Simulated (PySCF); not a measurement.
**Bonding in `FC(F)(F)c1cpccp1`**

Species: C₅H₃F₃P₂.
SMILES with atom numbers: `[F:1][C:2]([F:3])([F:4])[c:5]1[cH:6][p:7][cH:8][cH:9][p:10]1` (hydrogens: H11 on C6; H12 on C8; H13 on C9)

Cartesian coordinates in Å at the GFN2-xTB level; atoms count from 1:
```xyz
13
C5H3F3P2 angstrom
F      2.763    0.860   -0.572
C      2.096   -0.301   -0.430
F      2.728   -0.971    0.551
F      2.301   -0.997   -1.559
C      0.637   -0.096   -0.142
C      0.344    0.620    0.997
P     -1.212    1.046    1.639
C     -2.285    0.330    0.469
C     -1.982   -0.382   -0.661
P     -0.431   -0.817   -1.321
H      1.191    0.970    1.580
H     -3.338    0.482    0.688
H     -2.816   -0.743   -1.256
```

Bond orders from the PBE0/pcSseg-1 density (PySCF). Isolated species at its GFN2-xTB geometry, gas phase.

Question: Where do the orders between heavy atoms depart from those drawn in the SMILES?

Answer: The largest departure is 0.232, at C9–P10 (drawn aromatic, 1.268), counting aromatic bonds as 1.5. The bonds drawn aromatic range from 1.27 to 1.53.

Question: Set the Mayer orders of the bonds between heavy atoms beside their lengths.

Answer: 
| bond | drawn as | length (Å) | Mayer order |
| --- | --- | --- | --- |
| F1–C2 | single | 1.346 | 1.009 |
| C2–F3 | single | 1.346 | 1.009 |
| C2–F4 | single | 1.342 | 0.991 |
| C2–C5 | single | 1.501 | 0.990 |
| C5–C6 | aromatic | 1.377 | 1.436 |
| C6–P7 | aromatic | 1.736 | 1.323 |
| P7–C8 | aromatic | 1.742 | 1.286 |
| C8–C9 | aromatic | 1.369 | 1.527 |
| C9–P10 | aromatic | 1.741 | 1.268 |
| P10–C5 | aromatic | 1.747 | 1.275 |

Bonds between the same two heavy elements. C–F: all 3 within 0.02 of one another (0.991 to 1.009). C–C: lowest C2–C5 (0.990, 1.501 Å), highest C8–C9 (1.527, 1.369 Å). C–P: lowest C9–P10 (1.268, 1.741 Å), highest C6–P7 (1.323, 1.736 Å).

Question: And the bonds to hydrogen?

Answer: C–H: 0.93 to 0.94 (3 bonds).

Question: Sum the orders of all bonds at each heavy atom with more than one neighbour and set the sums beside the valence in the SMILES.

Answer: C2 3.999 (drawn 4), C5 3.701 (drawn 4), C6 3.687 (drawn 4), P7 2.609 (drawn 3), C8 3.749 (drawn 4), C9 3.732 (drawn 4), P10 2.543 (drawn 3). Orders between atoms that aren't bonded are not in these sums.

Mayer orders depend on the basis set.
